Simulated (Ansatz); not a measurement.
Consider the ligand exchange at the Si–Cl bond: `C[Si](S)(Cl)Cl` + H–F → `C[Si](F)(S)Cl` + HCl.

Gas-phase electronic energies from Ansatz, PBE0-D4/def2-TZVP geometries. CCSD(T)/CBS is the MP2 limit (def2-TZVPP, def2-QZVPP) plus CCSD(T) − MP2 in def2-TZVPP, frozen cores. This one scheme is used for every species. Functionals use def2-TZVPP. Each species was taken in one conformer, which may not be the lowest.

`C[Si](S)(Cl)Cl`:

Cartesian coordinates in Å:
```
C -0.635 0.102 1.034
Si 0.461 0.334 -0.434
S -0.117 -0.786 -2.139
Cl 0.404 2.282 -1.055
Cl 2.382 -0.128 0.118
H -1.661 0.374 0.779
H -0.616 -0.941 1.358
H -0.293 0.729 1.861
H 0.075 -1.966 -1.522
```

H–F:

Cartesian coordinates in Å:
```
F -0.189 0.278 -0.314
H 0.189 -0.278 0.314
```

`C[Si](F)(S)Cl`:

Z-matrix (Å, degrees):
```
C
Si 1 1.843
H 1 1.091 2 110.5
H 1 1.092 2 110.0 3 120.2
H 1 1.093 2 110.4 3 -120.2
F 2 1.593 1 107.8 3 -177.4
S 2 2.117 1 114.8 3 59.6
Cl 2 2.040 1 111.2 3 -59.8
H 7 1.346 2 93.1 1 55.6
```

HCl:

Cartesian coordinates in Å:
```
Cl 0.009 0.556 0.316
H -0.009 -0.556 -0.316
```

CCSD(T)/CBS gives -0.45 eV.

Task: Another level gave -0.48 eV. Which?
A. BLYP/def2-TZVPP
B. SCS-MP2/def2-TZVPP
C. PBE0-D4/def2-TZVPP
D. CCSD/def2-TZVPP

Result: B. SCS-MP2/def2-TZVPP -0.48, PBE0-D4 -0.40, BLYP -0.59, CCSD/def2-TZVPP -0.53 eV.

Largest T1 diagnostic among the species: 0.011.

At CCSD(T), def2-SVP lies −0.04 eV from the extrapolated value and def2-TZVPP −0.05 eV. In def2-TZVPP, CCSD(T) changes the Hartree–Fock value by +0.14 eV (the triples alone add +0.03 eV) and MP2 by +0.23 eV.
